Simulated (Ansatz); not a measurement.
Calculated with Ansatz (gas phase, PBE0-D4/def2-TZVP geometries, no zero-point term in ΔE). CCSD(T)/CBS is the MP2 limit (def2-TZVPP, def2-QZVPP) plus CCSD(T) − MP2 in def2-TZVPP, frozen cores. Functionals use def2-TZVPP. B3LYP here is the variant with VWN-RPA as its local correlation; programs differ in this. For Ge outer-core shells are correlated without core-valence functions, which leaves a few kJ/mol of doubt a bond. Scalar relativity is left out up to krypton. One conformer a species, not always the lowest.

`O[SiH](Cl)[O][GeH3]` + `C[SiH](O)F` → `O[Si@H](Cl)C[Si@@H](O)F` + `[OH][GeH3]`  (formal exchange of groups at the Si–O bond)

`O[SiH](Cl)[O][GeH3]`:

Z-matrix (Å, degrees):
```
Si
Cl 1 2.063
O 1 1.606 2 111.3
O 1 1.634 2 107.8 3 119.3
H 1 1.472 2 107.1 3 -119.0
Ge 3 1.788 1 133.2 2 71.8
H 4 0.958 1 118.1 2 31.8
H 6 1.532 3 105.2 1 -145.2
H 6 1.533 3 107.1 1 95.6
H 6 1.535 3 108.6 1 -25.3
```

`C[SiH](O)F`:

Cartesian coordinates in Å:
```
C -0.347 -0.682 0.866
Si 0.569 0.219 -0.466
O -0.417 0.906 -1.573
F 1.451 1.349 0.248
H 0.352 -1.128 1.578
H -0.958 -1.482 0.440
H -1.005 -0.008 1.422
H 1.488 -0.640 -1.241
H -1.133 1.467 -1.273
```

`O[Si@H](Cl)C[Si@@H](O)F`:

Cartesian coordinates in Å:
```
O -0.533 0.743 -2.545
Si -0.813 0.075 -1.083
F -0.434 -1.492 -1.137
C 0.309 0.880 0.142
Si 0.716 -0.163 1.627
O 1.441 -1.560 1.205
Cl -1.065 -0.518 2.610
H -1.117 0.525 -3.272
H -2.249 0.120 -0.734
H -0.146 1.819 0.473
H 1.247 1.129 -0.368
H 1.620 0.503 2.584
H 1.024 -2.062 0.498
```

`[OH][GeH3]`:

```xyz
6

O     0.354   -0.797    1.059
Ge    0.005    0.138   -0.418
H    -0.129   -0.476    1.823
H     0.863   -0.527   -1.498
H     0.403    1.613   -0.212
H    -1.495    0.049   -0.755
```

Q: Is it downhill or uphill in electronic energy at CCSD(T)/CBS, and by how much? (An estimate is asked.)

A: Computed: Uphill: ΔE = +1.18 eV.

Q: What do these levels give: B3LYP-D4, ωB97X-V, ωB97M-V, B2PLYP, r2SCAN, B3LYP, MP2/def2-TZVPP, CCSD/def2-TZVPP, HF/def2-QZVPP, MP2/def2-QZVPP, SCS-MP2/def2-QZVPP, MP2/CBS(def2)? (Best estimate.)

A: Ansatz gave: B3LYP-D4 1.19, ωB97X-V 1.16, ωB97M-V 1.15, B2PLYP 1.24, r2SCAN 1.17, B3LYP 1.25, MP2/def2-TZVPP 1.19, CCSD/def2-TZVPP 1.22, HF/def2-QZVPP 1.46, MP2/def2-QZVPP 1.19, SCS-MP2/def2-QZVPP 1.24, MP2/CBS(def2) 1.18 eV.

Largest T1 diagnostic among the species: 0.011.

From PBE to PBE0 (25 % exact exchange), in def2-TZVPP and without D4, ΔE moves by +0.05 eV. In def2-TZVPP, CCSD(T) changes the Hartree–Fock value by −0.26 eV (the triples alone add −0.04 eV) and MP2 by −0.26 eV. The D4 term adds −0.06 eV with B3LYP and −0.03 eV with PBE0; it sums over pairs of atoms, weighted by their polarisabilities, and B3LYP, whose exchange is more repulsive, gets the larger term.
